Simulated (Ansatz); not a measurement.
C$_{2}$H$_{7}$AlSi (`C[CH]1[AlH][SiH2]1`), one more setting.

```yaml
crystal:
  periodic: [false, false, false]
  atoms:
    - {symbol: C, position_ang: [-0.880396, 1.268387, -0.090213]}
    - {symbol: C, position_ang: [-0.072554, 0.022589, -0.383983]}
    - {symbol: Al, position_ang: [1.782121, -0.527492, -0.630997]}
    - {symbol: Si, position_ang: [0.210900, -1.436004, 0.826789]}
    - {symbol: H, position_ang: [-1.947216, 1.051853, 0.029912]}
    - {symbol: H, position_ang: [-0.542016, 1.737067, 0.837207]}
    - {symbol: H, position_ang: [-0.782557, 2.016210, -0.883039]}
    - {symbol: H, position_ang: [-0.434700, -0.482752, -1.306910]}
    - {symbol: H, position_ang: [3.104139, -0.181327, -1.432379]}
    - {symbol: H, position_ang: [-0.732132, -2.591200, 0.829917]}
    - {symbol: H, position_ang: [0.359711, -0.934227, 2.224295]}
basis:
  gaussian: {orbitals: STO-3G}
total_charge: 1
magnetization: {spin_polarized: true, initial_magnetization: 1}
hamiltonian: {xc: {name: BLYP}, dispersion: d3bj}
```

```sh
$ ansatz run in.yaml --threads 2 --pin off --events-out ev --progress --plain --max-ram 4352MiB
```

It prints (some lines left out):

```
Functional definition: BLYP
424 factors; integrals over basis functions are off by at most 4.4e-5 eV
mean field evaluation 1: about -16447.8242 eV, gradient 3.2e1 eV
mean field evaluation 2: about -16413.2386 eV, gradient 7.7e1 eV
mean field evaluation 4: about -16455.4026 eV, gradient 3.6e0 eV
mean field evaluation 8: about -16455.4130 eV, gradient 1.3e-1 eV
mean field evaluation 16: about -16455.4132 eV, gradient 3.9e-5 eV
mean field -16455.41319147 eV, -604.7252809068 hartree, gradient 3.9e-5 eV, S^2 0.751868; 1 other end points of the search recorded, 0 dependent functions left out
reference -16455.41347163 eV, -604.7252912026 hartree; 23, 22 occupied and 12, 13 virtual orbitals, 424 factors
Total energy: -16455.92402235 eV, -604.7440535956 hartree
```

Hardware: 2 threads of an Arm Neoverse V1 on a shared host. Wall time 1.2 s, peak host memory 0.11 GiB.
